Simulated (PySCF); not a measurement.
# Basis-set dependence of population analyses: `O=CC(=C=S)B(O)O`

Compound: C3H3BO3S.
Atom-mapped SMILES: `[O:1]=[CH:2][C:3](=[C:4]=[S:5])[B:6]([OH:7])[OH:8]` (hydrogens: H9 on C2; H10 on O7; H11 on O8)

PBE0 throughout (PySCF), one geometry, spherical d and f functions. Geometry: PBE0-D3(BJ)/def2-SVP, one conformer, isolated molecule. Atoms taken as equivalent share a column and are averaged. The first 7 of 9 kinds of atom are listed.

Mulliken charges (e):

| basis | functions | O1 | C2 | C3 | C4 | S5 | B6 | O7/O8 |
| --- | --- | --- | --- | --- | --- | --- | --- | --- |
| STO-3G | 47 | -0.211 | +0.083 | -0.196 | -0.100 | +0.212 | +0.344 | -0.333 |
| 6-31G | 82 | -0.443 | +0.209 | -0.286 | -0.196 | +0.258 | +0.695 | -0.624 |
| pcSseg-0 | 82 | -0.511 | +0.299 | -0.688 | -0.277 | +0.467 | +0.964 | -0.656 |
| 6-31G* | 122 | -0.431 | +0.209 | -0.245 | +0.027 | +0.046 | +0.543 | -0.605 |
| cc-pVDZ | 131 | -0.256 | +0.201 | -0.223 | +0.089 | -0.017 | +0.090 | -0.119 |
| def2-SVP | 131 | -0.278 | +0.227 | -0.369 | +0.194 | +0.032 | +0.068 | -0.155 |
| aug-cc-pVDZ | 215 | -0.599 | +0.572 | +0.640 | -0.411 | -0.018 | +0.559 | -0.498 |
| 6-311+G(2d,p) | 242 | -0.420 | -0.153 | +0.456 | +0.161 | -0.587 | +1.122 | -0.672 |
| def2-TZVP | 272 | -0.347 | +0.098 | -0.125 | +0.120 | -0.012 | +0.307 | -0.414 |
| cc-pVTZ | 286 | -0.297 | +0.132 | -0.094 | +0.055 | +0.018 | +0.173 | -0.267 |
| IGLO-III | 319 | -0.408 | +0.186 | -0.147 | -0.126 | +0.200 | +0.714 | -0.562 |

IAO charges (e):

```tsv
basis	functions	O1	C2	C3	C4	S5	B6	O7/O8
STO-3G	47	-0.221	+0.078	-0.290	-0.078	+0.262	+0.348	-0.376
6-31G	82	-0.383	+0.213	-0.288	+0.011	+0.172	+0.482	-0.539
pcSseg-0	82	-0.375	+0.218	-0.297	+0.012	+0.175	+0.456	-0.516
6-31G*	122	-0.401	+0.259	-0.312	+0.008	+0.172	+0.528	-0.551
cc-pVDZ	131	-0.394	+0.256	-0.314	+0.008	+0.174	+0.508	-0.545
def2-SVP	131	-0.396	+0.256	-0.317	+0.009	+0.185	+0.502	-0.542
aug-cc-pVDZ	215	-0.411	+0.262	-0.316	+0.014	+0.180	+0.521	-0.565
6-311+G(2d,p)	242	-0.413	+0.262	-0.319	+0.006	+0.192	+0.528	-0.568
def2-TZVP	272	-0.413	+0.264	-0.319	+0.005	+0.190	+0.532	-0.568
cc-pVTZ	286	-0.410	+0.263	-0.319	+0.009	+0.182	+0.530	-0.567
IGLO-III	319	-0.414	+0.262	-0.320	+0.003	+0.197	+0.531	-0.570
```

Some averages cover members that differ in this geometry, most widely: O7/O8, Mulliken in aug-cc-pVDZ -0.557 to -0.439; O7/O8, Mulliken in 6-311+G(2d,p) -0.703 to -0.641; O7/O8, Mulliken in def2-TZVP -0.429 to -0.399 e.

Question: Which scheme is steadiest as the basis changes?

Answer: Largest range over the bases for any column: IAO 0.19 e, Mulliken 1.33 e. IAO charges move least and Mulliken charges most, counted in e. Without the minimal STO-3G basis the ranges are IAO 0.08, Mulliken 1.33 e.

Question: How much do the charges still move between the two largest bases, cc-pVTZ and IGLO-III?

Answer: At most, over all atoms: Mulliken 0.540 e, IAO 0.014 e.

Question: What do the same runs give for the total energy, the frontier levels and the dipole moment?

Answer: 
```csv
basis,energy (Eh),HOMO (eV),LUMO (eV),μ (D)
STO-3G,-755.1329,-3.96,1.18,1.42
6-31G,-764.2001,-7.41,-2.59,1.83
pcSseg-0,-763.0562,-7.62,-2.79,1.94
6-31G*,-764.3438,-7.25,-2.48,1.73
cc-pVDZ,-764.4076,-7.26,-2.49,1.85
def2-SVP,-763.9854,-7.34,-2.55,2.02
aug-cc-pVDZ,-764.4370,-7.48,-2.73,2.24
"6-311+G(2d,p)",-764.5060,-7.49,-2.77,2.34
def2-TZVP,-764.5396,-7.45,-2.71,2.24
cc-pVTZ,-764.5308,-7.42,-2.66,2.13
IGLO-III,-764.5443,-7.45,-2.70,2.44
```

The dipole is fixed by the density alone, so its range of 1.02 D shows that the density itself changes with the basis, not only its division among atoms.
